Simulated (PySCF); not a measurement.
Job file and geometry (Å, from GFN2-xTB) of an NMR shielding run on `InChI=1S/C5H12O2Si/c1-2-6-3-8-4-7-5-8/h8H,2-5H2,1H3`, GIAO PBE0/pcSseg-1 NMR shielding, non-relativistic, gas phase (PySCF); density fitting, a coarse starting grid and PySCF grid level 2 are the driver's defaults:

```
$ OMP_NUM_THREADS=1 python probes_run.py task.json out

{"job": {"kind": "nmr", "xc": "PBE0", "basis": "pcSseg-1"}, "charge": 0, "multiplicity": 1}
C      3.044844     0.230954     0.875399
C      2.429950    -0.916403     0.076666
O      1.020566    -0.968117     0.136021
C      0.352580     0.055428    -0.577038
Si    -1.477730    -0.459042    -0.470849
C     -2.836533     0.711321    -1.169636
O     -3.469656     0.835012     0.111051
C     -2.553698     0.169336     0.993250
H      2.655218     0.224613     1.890402
H      2.820593     1.191957     0.418333
H      4.123987     0.109882     0.910670
H      2.758011    -1.873786     0.490375
H      2.754424    -0.855832    -0.973973
H      0.709030     0.083756    -1.616298
H      0.550562     1.039626    -0.136111
H     -1.632319    -1.875236    -0.807904
H     -3.541648     0.293491    -1.890365
H     -2.524986     1.696634    -1.531562
H     -2.101732     0.892299     1.680533
H     -3.086612    -0.575215     1.588001
```

Q: What does the program print?

A: 
```
coarse grid: 16672 points
cycle   1  E = -636.8745059142  dE =  8.434e-01  |g| = 7.496e-01  |ddm| = 3.852e+00
cycle   2  E = -636.7504601570  dE =  1.240e-01  |g| = 1.118e+00  |ddm| = 1.749e+00
cycle   3  E = -636.9846778182  dE = -2.342e-01  |g| = 1.021e-01  |ddm| = 1.158e+00
cycle   4  E = -636.9863535275  dE = -1.676e-03  |g| = 4.245e-02  |ddm| = 8.202e-02
cycle   5  E = -636.9867537095  dE = -4.002e-04  |g| = 7.936e-03  |ddm| = 3.366e-02
cycle   6  E = -636.9867637780  dE = -1.007e-05  |g| = 3.344e-03  |ddm| = 7.205e-03
cycle   7  E = -636.9867657909  dE = -2.013e-06  |g| = 4.966e-04  |ddm| = 2.313e-03
final grid: 154848 points
cycle   8  E = -637.0569632720  dE = -2.627e-05  |g| = 1.550e-02  |ddm| = 2.533e-02
cycle   9  E = -637.0569124221  dE =  5.085e-05  |g| = 2.298e-02  |ddm| = 2.234e-02
cycle  10  E = -637.0570085285  dE = -9.611e-05  |g| = 1.692e-03  |ddm| = 1.405e-02
cycle  11  E = -637.0570091641  dE = -6.356e-07  |g| = 1.922e-04  |ddm| = 1.674e-03
cycle  12  E = -637.0570091716  dE = -7.467e-09  |g| = 5.964e-05  |ddm| = 2.471e-04
cycle  13  E = -637.0570091722  dE = -6.592e-10  |g| = 3.057e-05  |ddm| = 9.274e-05
converged SCF energy = -637.0570091722

GIAO shielding tensors (ppm)
atom      isotropic    diamagn.    paramagn.     s11        s22        s33       span
  0 C      172.442     248.716     -76.274    152.240    177.338    187.748     35.508
  1 C      113.555     241.647    -128.093     80.685     92.370    167.610     86.925
  2 O      311.334     400.130     -88.796    277.048    310.147    346.808     69.760
  3 C      125.278     253.420    -128.142     87.726    109.972    178.135     90.409
  4 Si     347.787     878.885    -531.098    316.427    353.998    372.937     56.510
  5 C      118.333     255.271    -136.937     67.737     98.259    189.005    121.268
  6 O      323.428     392.567     -69.138    241.698    337.941    390.646    148.948
  7 C      115.364     253.816    -138.453     66.068     96.740    183.283    117.216
  8 H       30.698      30.292       0.406     27.016     28.745     36.333      9.317
  9 H       29.909      30.945      -1.036     25.447     29.848     34.433      8.986
 10 H       30.875      26.812       4.062     27.021     27.819     37.785     10.765
 11 H       27.596      28.981      -1.385     22.041     27.497     33.249     11.208
 12 H       28.364      29.670      -1.306     23.265     28.888     32.940      9.675
 13 H       28.744      32.523      -3.779     26.092     27.431     32.709      6.618
 14 H       27.500      34.457      -6.957     22.929     27.451     32.120      9.191
 15 H       26.267      28.809      -2.542     22.914     25.984     29.901      6.987
 16 H       27.175      29.410      -2.235     23.699     25.645     32.180      8.481
 17 H       27.105      31.375      -4.270     23.483     26.242     31.591      8.108
 18 H       26.930      32.244      -5.314     23.170     26.258     31.363      8.194
 19 H       27.012      30.286      -3.275     23.554     25.840     31.641      8.087
```

Q: Turn these shieldings into chemical shifts. Shifts are taken against calculated references (same method and geometry level): TMS for 13C (186.93 ppm) and 29Si (349.16 ppm) and 1H (31.72 ppm); H2O for 17O (336.08 ppm).

A: Averaging equivalent atoms: C 1: 73.4; C 5/7: 70.1; C 3: 61.6; C 0: 14.5; O 2: 24.7; O 6: 12.7; Si 4: 1.4; H 15: 5.45; H 17/18: 4.70; H 16/19: 4.62; H 11/12: 3.74; H 13/14: 3.59; H 8/9/10: 1.22 ppm. Experimental scales use liquid or dissolved standards, which lie at an offset from isolated H2O (liquid H2O: subtract about 36 ppm).

Size and cost of the density-fitted run: 203 basis functions, 67 s wall time on 1 thread of an Arm Neoverse N1, shared host; peak memory 0.91 GiB.
